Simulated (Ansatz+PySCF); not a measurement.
**singlet CuH: levels of theory in one basis**

```xyz
2

Cu    0.0000    0.0000   -0.0738
H     0.0000    0.0000    2.1404
```

Basis set: STO-3G (spherical functions). Correlated methods keep 5 orbitals frozen. Charge 0, multiplicity 1.

Computed with Ansatz (development build ahead of 0.2.0); each method stands on the lowest determinant of its kind that the runs found. NEVPT2 correlates all electrons. Active spaces start from the frontier orbitals, and the lowest solution found is given.

```json
{"method": "RHF", "E − E(RHF) (eV)": "0.00", "<S²> of the determinant": "0.00"}
{"method": "UHF", "E − E(RHF) (eV)": "-4.18", "<S²> of the determinant": "2.12"}
{"method": "RHF-MP2", "E − E(RHF) (eV)": "-1.47", "<S²> of the determinant": "–"}
{"method": "UHF-MP2", "E − E(RHF) (eV)": "-4.58", "<S²> of the determinant": "2.12"}
{"method": "RHF-CCSD", "E − E(RHF) (eV)": "-4.19", "<S²> of the determinant": "–"}
{"method": "RHF-CCSD(T)", "E − E(RHF) (eV)": "-4.31", "<S²> of the determinant": "–"}
{"method": "CASSCF(2,2)", "E − E(RHF) (eV)": "-1.57", "<S²> of the determinant": "–"}
{"method": "SC-NEVPT2(2,2)", "E − E(RHF) (eV)": "-2.71", "<S²> of the determinant": "–"}
```

Task: What does full CI (lowest root of this spin) give on the same scale?

Result: -5.17 eV.

At such a shape the full CI root can have another spatial symmetry than the determinants, so the rows needn't describe one state.

Task: Is a single determinant a sound starting point here?

Result: It is doubtful. Unrestricted orbitals lower Hartree–Fock by 4.18 eV and <S²> is 2.12 where a pure state has 0.00, a sign of strong static correlation. The CASSCF(2,2) natural occupations are 1.07, 0.93.

Caution: another spin multiplicity may lie lower. Caution for RHF, RHF-MP2, RHF-CCSD, RHF-CCSD(T): an unrestricted determinant lies well below. Caution for UHF, UHF-MP2: the unrestricted determinant is a mixture of spin states; the determinant breaks the point group. Caution for RHF-MP2, RHF-CCSD: large amplitudes, a single reference is doubtful. Caution for UHF-MP2: bonds are stretched, where a single reference can fail. Caution for RHF-CCSD(T): very large amplitudes, the method is breaking down; the amplitudes may be one of several solutions. Caution for CASSCF(2,2), SC-NEVPT2(2,2): other starts end on other solutions of this active space.
